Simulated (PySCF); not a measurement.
Diatomic cations of S with the fifth-period p block

CCSD(T) with double-zeta basis sets in PySCF, for the lowest determinant that a PBE0 search found; no spin–orbit coupling. De refers to high-spin ground-configuration atoms (the charge goes to the atom of lower measured ionisation energy or higher electron affinity, which is not always the lowest computed limit).

| M | basis | reference, frozen orbitals | charged atom | state (unpaired electrons) | Re (Å) | ωe (cm⁻¹) | De (eV) |
| --- | --- | --- | --- | --- | --- | --- | --- |
| In | def2-SVPD | UHF, 9 | In+ | triplet (π ↑↑) | 3.222 | 113 | 0.45 |
| Sn | def2-SVP | UHF, 9 | Sn+ | doublet (π ↑) | 2.411 | 376 | 2.65 |
| I | cc-pV(D+d)Z/cc-pVDZ-PP | UHF, 9 | S+ | triplet (π ↑↑) | 2.273 | 436 | 2.76 |

The shortest bond is that of SI⁺ (2.273 Å), the longest that of InS⁺ (3.222 Å).

The rows differ in basis set, which adds steps of its own.

The state changes along the series, so neighbouring rows are not always alike in their bonding.

Correlated steps freeze 9 core orbitals. Weak bonds: InS⁺. Basis-set superposition, not corrected here, can be much of De in a small basis, most of all at correlated wavefunction levels. Spin–orbit coupling is left out, which matters for elements this heavy, above all for dissociation energies. For an ion De counts to the pair picked by the measured ionisation energies or electron affinities, which need not be the lowest pair at this level. States were picked by a PBE0 search and need not be the measured ground states.
